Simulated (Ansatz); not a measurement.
A nudged elastic band was laid between two geometries of C3H7B (11 atoms, charge 0, multiplicity 1).

Theory: Ansatz, RKS B3LYP/def2-SVP.

```
movable images  : 7
climbing image  : yes
spring          : 5.0 eV/Å²
optimiser       : quadratic models (default)
start path      : IDPP
force threshold : 0.5 eV/Å
iteration limit : 33
end points      : relaxed
```

Image 0:

```xyz
11
Properties=species:S:1:pos:R:3
B -0.167 1.735 0.003
C -0.034 0.347 0.001
C 0.171 -0.444 1.278
C -0.083 -0.463 -1.279
H -0.281 2.915 0.004
H 0.200 0.187 2.180
H 1.119 -1.012 1.240
H -0.641 -1.182 1.416
H -0.233 0.153 -2.179
H 0.855 -1.032 -1.420
H -0.905 -1.203 -1.243
```

Image 8:

```xyz
11
Properties=species:S:1:pos:R:3
B 0.472 1.669 -0.171
C 0.095 0.334 -0.032
C 0.411 -0.470 1.213
C -0.658 -0.403 -1.123
H 0.791 2.804 -0.292
H -0.517 -0.847 1.682
H 0.956 0.107 1.977
H 1.027 -1.354 0.964
H -0.862 0.220 -2.007
H -0.087 -1.286 -1.464
H -1.629 -0.773 -0.747
```

Which bonds break or form, and what moves?

No bond is made or broken. The dihedral C4–C2–C3–H6 goes from -180 to -59°. The two ends are copies of one structure, up to a mirror image or an exchange of like atoms.

Give the energies along the band, and the barrier.

The run converged. The highest image is number 4 of 0 to 8, 11.6 kJ/mol above the ends, which have the same energy within 2 meV. The threshold of 0.5 eV/Å is loose, so the images may lie well off the minimum-energy path. The order of the point at the top wasn't checked.

| image | path coordinate (Å) | energy (kJ/mol) | dihedral C4–C2–C3–H6 (°) |
| --- | --- | --- | --- |
| 0 | 0.00 | 0.0 | -180 |
| 1 | 0.43 | 1.8 | -166 |
| 2 | 0.86 | 5.9 | -151 |
| 3 | 1.29 | 10.0 | -135 |
| 4 | 1.72 | 11.6 | -119 |
| 5 | 2.15 | 9.9 | -103 |
| 6 | 2.58 | 5.9 | -87 |
| 7 | 3.01 | 1.8 | -73 |
| 8 | 3.44 | 0.0 | -59 |

What is the geometry of the highest image?


```xyz
11
Properties=species:S:1:pos:R:3
B 0.365 1.692 -0.128
C 0.079 0.330 -0.002
C 0.303 -0.475 1.271
C -0.493 -0.412 -1.198
H 0.610 2.848 -0.229
H -0.286 -0.094 2.122
H 1.362 -0.489 1.581
H 0.005 -1.528 1.129
H -0.632 0.225 -2.088
H 0.167 -1.247 -1.499
H -1.480 -0.850 -0.958
```

The band took 2 iterations and about 2.9 core-minutes.

Run time: 2.9 min on 1 thread of Intel(R) Xeon(R) Processor @ 2.50GHz (Skylake/Cascade Lake) (shared host), peak memory 0.18 GiB.
